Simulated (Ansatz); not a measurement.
A structure relaxed at PBE-D4/def2-TZVP in Ansatz, charge 0, singlet:

Cartesian coordinates in Å:
```
Sb 0.570 0.018 0.470
H -0.100 1.397 -0.319
H -1.012 -0.550 0.859
H 0.542 -0.865 -1.011
```

(1) Give its formula, name or SMILES and point group.

(2) Summarise the bond lengths by kind (pairs closer than 1.2 times the sum of covalent radii, bridged metal pairs left out).

Results:

(1) SbH₃. Point group C3v (tolerance 0.1 Å).

(2) 3 × H–Sb 1.72 Å.

In the def2 sets Sb takes a core potential; there is no spin–orbit coupling.
